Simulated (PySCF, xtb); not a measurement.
C2H7FOSi2, SMILES C=C[Si@@H](F)O[SiH3].

GFN2-xTB (xtb) at its own geometry gives an orbital gap of 4.38 eV and a dipole moment of 1.55 D.

Coordinates come from a PBE-D3(BJ)/def2-SVP optimisation. The structure was generated by enumeration; whether it is a known compound was not checked. Other conformers were not sampled.

Q: What does PBE0/def2-TZVP (PySCF) give? (Estimate from the structure and the level; the computed values follow.)

A: gap 7.34 eV (levels -8.35 and -1.01 eV), dipole 1.89 D.
